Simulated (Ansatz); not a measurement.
Mulliken charges of F₂H₄OSi₂, SMILES `F[SiH2]O[SiH2]F` from PBE/def2-TZVPP in Ansatz (PBE0-D4/def2-TZVP geometry).

```
atom   x (Å)   y (Å)   z (Å)  charge (e)
  F1   1.974   0.519   1.258      -0.278
 Si2   1.469   0.540  -0.253       0.562
  O3   0.065  -0.264  -0.358      -0.277
 Si4  -1.434  -0.625   0.146       0.562
  F5  -2.222   0.723   0.458      -0.278
  H6   1.278   1.952  -0.641      -0.073
  H7   2.472  -0.164  -1.076      -0.072
  H8  -2.139  -1.320  -0.948      -0.072
  H9  -1.375  -1.408   1.397      -0.073
```

Question: By hand: the dipole of these point charges (1 e Å = 4.8032 D).

Answer: Σ q r = (0.054, -0.253, -0.347) e Å, of length 0.433 e Å = 2.08 D.

Question: How does the dipole of the full density compare? (Estimate.)

Answer: The calculation gave: (0.034, -0.161, -0.220) e Å, 1.32 D; the point charges give 1.58 times that, at 0° from its direction.

Point charges leave out the atoms' own dipoles, such as those of lone pairs, and Mulliken's split depends on the basis, so the two needn't agree.
